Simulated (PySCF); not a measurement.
**Removing an electron from MeSiCl2(SeBu)**

Compound: MeSiCl2(SeBu), C5H12Cl2SeSi.
Z-matrix (Å and degrees, PBE0-D3(BJ)/def2-SVP geometry), rows numbered from 1:
```
C 
C   1  1.5196
C   2  1.5206  1  112.70
C   3  1.5171  2  115.52  1  -178.88
Se  4  1.9775  3  116.25  2    57.14
Si  5  2.2531  4   99.03  3    59.37
C   6  1.8549  5  110.37  4   162.63
Cl  6  2.0766  5  112.22  4   -76.79
Cl  6  2.0730  5  110.04  4    40.81
H   1  1.1004  2  111.50  3  -179.64
H   1  1.1022  2  111.61  3   -59.27
H   1  1.1016  2  110.79  3    60.57
H   2  1.1048  1  110.14  3   122.38
H   2  1.1028  1  109.61  3  -121.31
H   3  1.1031  2  109.56  1   -54.52
H   3  1.1059  2  109.54  1    60.54
H   4  1.0984  3  111.48  2   179.23
H   4  1.1010  3  111.45  2   -59.83
H   7  1.1004  6  109.67  5   172.71
H   7  1.1007  6  110.09  5    53.40
H   7  1.0996  6  110.32  5   -67.01
```

Level: PBE0/def2-SVPD (PySCF). Frontier orbitals with their largest atomic shares (Löwdin; up to four atoms above 4 %):

```
orbital  ε (eV)                              main atoms
 HOMO−3   -9.12                      Cl9 47 %, Cl8 44 %
 HOMO−2   -8.86     Se5 17 %, C3 14 %, Cl8 11 %, C2 9 %
 HOMO−1   -8.39  Se5 40 %, Cl8 16 %, Cl9 12 %, Si6 10 %
   HOMO   -6.91                                       ?
   LUMO   -0.68   Se5 36 %, Si6 17 %, Cl9 15 %, C4 10 %
 LUMO+1    0.05    Se5 37 %, Cl8 13 %, Si6 13 %, C4 8 %
 LUMO+2    0.50  Si6 21 %, Cl9 18 %, Se5 16 %, Cl8 14 %
```

Task: What vertical ionisation energy does ΔSCF give, and how far is −ε(HOMO) from it?

Result: ΔSCF: 8.71 eV (840 kJ/mol; threshold wavelength 142 nm); ⟨S²⟩ of the doublet left behind is 0.754, against 0.75 for a pure doublet. −ε(HOMO) is 6.91 eV, 1.80 eV below it. For the exact functional −ε(HOMO) would equal the first vertical ionisation energy; PBE0 (global hybrid, 25 % exact exchange) falls short of its own ΔSCF value by 21 %.

Task: On which atoms does the HOMO lie?

Result: Se5 (selenium bonded to C and Si) 71 %, C4 (sp3 carbon bound to selenium) 8 %, Si6 (chlorine-bound silicon) 6 %, Cl8 (silicon-bound chlorine) 4 %, so more than half of it is on one atom. The HOMO−1 lies 1.48 eV lower.

Task: How many of the 10 lowest singlet excitations (vertical TDDFT, same level) lie below the ionisation energy?

Result: All 10; they run from 4.75 to 7.19 eV.

Task: With α = 141.0 au, estimate the like-pair dispersion coefficient by London's formula C6 = (3/4)α²I.

Result: I = 0.3201 Eh, so C6 ≈ 4770 au, a rough estimate.

Task: What kinetic energy would electrons from this vertical process carry with He II light (40.814 eV)?

Result: 40.81 − 8.71 = 32.10 eV.

Geometry: PBE0-D3(BJ)/def2-SVP, one conformer, isolated molecule. The calculation is non-relativistic, for selenium too.

These values come from a run that also computed excited states and ΔSCF ions. The run took 2.6 min of wall time on one thread of an x86-64 server, no GPU, shared host.
